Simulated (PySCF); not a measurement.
A survey of 29Si NMR shifts

PySCF 2.14.0 with density-fitted response routines calculation with structure optimised with GFN2-xTB and shielding tensors at PBE0/pcSseg-1 (GIAO); in vacuum, fast rotation and ring inversion assumed for equivalent nuclei, one conformer, relativity neglected.

Shieldings were converted by a linear fit to measured shifts: 29Si (scatter 8.9 ppm rms, 25.8 ppm with the 6 outliers that the fit left out vs TMS, solution or neat liquid). Occasional misses reach two or three times the rms, and more in compound classes unlike the fitted ones.

Give the 29Si shifts of `Cl[C@@H]1CO[SiH2]C1`, `Cl[C@@H]1CO[SiH2]C1`, `[SiH3]O[SiH2][SiH2][SiH3]`, `[SiH3]O[SiH2][SiH2][SiH3]`, `C=CO[SiH2]CCl`, `C=CO[SiH2]CCl`, `C[SiH2][SiH2]N`.

Answers


```csv
compound,environment,δ (ppm)
Cl[C@@H]1CO[SiH2]C1,"silicon bonded to C, O, 2 H, in a 5-membered ring",-7.8
Cl[C@@H]1CO[SiH2]C1,"silicon bonded to C, O, 2 H, in a 5-membered ring",-7.8
[SiH3:1][O:2][SiH2:3][SiH2:4][SiH3:5],"Si3: silicon bonded to O, Si, 2 H",-28.0
[SiH3:1][O:2][SiH2:3][SiH2:4][SiH3:5],"Si1: silicon bonded to O, 3 H",-42.9
[SiH3:1][O:2][SiH2:3][SiH2:4][SiH3:5],"Si5: silicon bonded to Si, 3 H",-107.4
[SiH3:1][O:2][SiH2:3][SiH2:4][SiH3:5],"Si4: silicon bonded to 2 Si, 2 H",-117.3
[SiH3:1][O:2][SiH2:3][SiH2:4][SiH3:5],"Si3: silicon bonded to O, Si, 2 H",-28.0
[SiH3:1][O:2][SiH2:3][SiH2:4][SiH3:5],"Si1: silicon bonded to O, 3 H",-42.9
[SiH3:1][O:2][SiH2:3][SiH2:4][SiH3:5],"Si5: silicon bonded to Si, 3 H",-107.4
[SiH3:1][O:2][SiH2:3][SiH2:4][SiH3:5],"Si4: silicon bonded to 2 Si, 2 H",-117.3
C=CO[SiH2]CCl,"silicon bonded to C, O, 2 H",-30.4
C=CO[SiH2]CCl,"silicon bonded to C, O, 2 H",-30.4
[CH3:1][SiH2:2][SiH2:3][NH2:4],"Si3: silicon bonded to N, Si, 2 H",-48.9
[CH3:1][SiH2:2][SiH2:3][NH2:4],"Si2: silicon bonded to C, Si, 2 H",-73.5
```
